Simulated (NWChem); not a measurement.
The numbers come from NWChem runs, not from measurements. System: CH₂N, charge 0, spin multiplicity 2, displaced from the optimised geometry. The structure started from a generated list of species. Its SCF solution wasn't tested for a lower state.

Input file:

```
start mol
memory heap 200 mb stack 900 mb global 1100 mb
geometry units angstroms nocenter noautoz
  C      0.000000     0.000000     0.512519
  N      0.000000     0.000000    -0.756487
  H     -0.962024     0.000000     1.110148
  H      0.962024     0.000000     1.110148
  symmetry group C2v
end
basis spherical
  * library def2-svp
end
dft
  xc b3lyp
  odft
  mult 2
  semidirect memsize 60000000 filesize 0
  iterations 100
  convergence nodiis damp 40
end
task dft gradient
```

The output up to the point where the run's verdict is printed (cleaned and shortened):

```
             Northwest Computational Chemistry Package (NWChem) 7.3.0
             --------------------------------------------------------

                                NWChem Input Module
                                -------------------

 Scaling coordinates for geometry "geometry" by  1.889725989
 (inverse scale =  0.529177249)

 Turning off AUTOSYM since
 SYMMETRY directive was detected!

                             Geometry "geometry" -> ""
                             -------------------------

 Output coordinates in angstroms (scale by  1.889725989 to convert to a.u.)

  No.       Tag          Charge          X              Y              Z
 ---- ---------------- ---------- -------------- -------------- --------------
    1 C                    6.0000     0.00000000     0.00000000     0.51251900
    2 N                    7.0000     0.00000000     0.00000000    -0.75648700
    3 H                    1.0000    -0.96202400     0.00000000     1.11014800
    4 H                    1.0000     0.96202400     0.00000000     1.11014800

 Effective nuclear repulsion energy (a.u.)      26.9239827950

            Nuclear Dipole moment (a.u.)
            ----------------------------
        X                 Y               Z
 ---------------- ---------------- ----------------
     0.0000000000     0.0000000000     0.0000018897

      Symmetry information
      --------------------

 Group name             C2v
 Group number             16
 Group order               4
 No. of unique centers     3

      Symmetry unique atoms

     1    2    3


 Summary of "ao basis" -> "" (spherical)
 ------------------------------------------------------------------------------
       Tag                 Description            Shells   Functions and Types
 ---------------- ------------------------------  ------  ---------------------
 *                          def2-svp                  on all atoms

                                 NWChem DFT Module
                                 -----------------

 Summary of "ao basis" -> "ao basis" (spherical)
 ------------------------------------------------------------------------------
[...]
 d= 0,ls=0.0         73    -78.5879510577  2.36D+00  1.73D-01               3.4
                                                     1.46D-01
 d= 0,ls=0.0         74    -80.9455316451 -2.36D+00  1.73D-01               3.4
                                                     1.46D-01
 d= 0,ls=0.0         75    -78.5879510577  2.36D+00  1.73D-01               3.4
                                                     1.46D-01
 d= 0,ls=0.0         76    -80.9455316451 -2.36D+00  1.73D-01               3.5
                                                     1.46D-01
 d= 0,ls=0.0         77    -78.5879510577  2.36D+00  1.73D-01               3.5
                                                     1.46D-01
 d= 0,ls=0.0         78    -80.9455316451 -2.36D+00  1.73D-01               3.5
                                                     1.46D-01
 d= 0,ls=0.0         79    -78.5879510577  2.36D+00  1.73D-01               3.5
                                                     1.46D-01
 d= 0,ls=0.0         80    -80.9455316451 -2.36D+00  1.73D-01               3.6
                                                     1.46D-01
 d= 0,ls=0.0         81    -78.5879510577  2.36D+00  1.73D-01               3.6
                                                     1.46D-01
 d= 0,ls=0.0         82    -80.9455316451 -2.36D+00  1.73D-01               3.6
                                                     1.46D-01
 d= 0,ls=0.0         83    -78.5879510577  2.36D+00  1.73D-01               3.7
                                                     1.46D-01
 d= 0,ls=0.0         84    -80.9455316451 -2.36D+00  1.73D-01               3.7
                                                     1.46D-01
 d= 0,ls=0.0         85    -78.5879510577  2.36D+00  1.73D-01               3.7
                                                     1.46D-01
 d= 0,ls=0.0         86    -80.9455316451 -2.36D+00  1.73D-01               3.8
                                                     1.46D-01
 d= 0,ls=0.0         87    -78.5879510577  2.36D+00  1.73D-01               3.8
                                                     1.46D-01
 d= 0,ls=0.0         88    -80.9455316451 -2.36D+00  1.73D-01               3.8
                                                     1.46D-01
 d= 0,ls=0.0         89    -78.5879510577  2.36D+00  1.73D-01               3.9
                                                     1.46D-01
 d= 0,ls=0.0         90    -80.9455316451 -2.36D+00  1.73D-01               3.9
                                                     1.46D-01
 d= 0,ls=0.0         91    -78.5879510577  2.36D+00  1.73D-01               3.9
                                                     1.46D-01
 d= 0,ls=0.0         92    -80.9455316451 -2.36D+00  1.73D-01               3.9
                                                     1.46D-01
 d= 0,ls=0.0         93    -78.5879510577  2.36D+00  1.73D-01               4.0
                                                     1.46D-01
 d= 0,ls=0.0         94    -80.9455316451 -2.36D+00  1.73D-01               4.0
                                                     1.46D-01
 d= 0,ls=0.0         95    -78.5879510577  2.36D+00  1.73D-01               4.0
                                                     1.46D-01
 d= 0,ls=0.0         96    -80.9455316451 -2.36D+00  1.73D-01               4.1
                                                     1.46D-01
 d= 0,ls=0.0         97    -78.5879510577  2.36D+00  1.73D-01               4.1
                                                     1.46D-01
 d= 0,ls=0.0         98    -80.9455316451 -2.36D+00  1.73D-01               4.1
                                                     1.46D-01
 d= 0,ls=0.0         99    -78.5879510577  2.36D+00  1.73D-01               4.1
                                                     1.46D-01
 d= 0,ls=0.0        100    -80.9455316451 -2.36D+00  1.73D-01               4.2
                                                     1.46D-01
```

The run did not converge; its last values are not results. The next line reads: Calculation failed to converge. NWChem stopped with the message: dft gradient failed.
